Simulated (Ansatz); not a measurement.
A structure relaxed at PBE-D4/def2-SVPD in Ansatz, charge -1, singlet:

```xyz
11

Sn   -2.1723   -1.3155   -0.7829
Sn    0.7712    3.0038    1.0040
Sn    0.3446    0.1468    0.5574
Sn    0.8672   -1.1266   -2.0301
H     0.9162    2.6045    2.7690
H     0.7291   -1.1287    1.7207
H    -0.6960   -2.1897   -2.0544
H    -1.5485   -0.0437    0.7253
H     2.5259    2.6008    0.7602
H    -1.7358   -2.6953    0.2992
H    -0.0018    0.1437   -2.9685
```

(1) Give its formula.

(2) Summarise the bond lengths by kind (pairs closer than 1.2 times the sum of covalent radii, bridged metal pairs left out).

## Answers

(1) Sn4H7⁻.

(2) 4 × Sn–Sn 2.92 to 3.29 Å; 7 × H–Sn 1.77 to 1.91 Å.

In the def2 sets Sn takes a core potential; there is no spin–orbit coupling. Another isomer (singlet) lies 0.94 eV lower at PBE0-D4/def2-TZVPD; other spin states weren't run for this one.
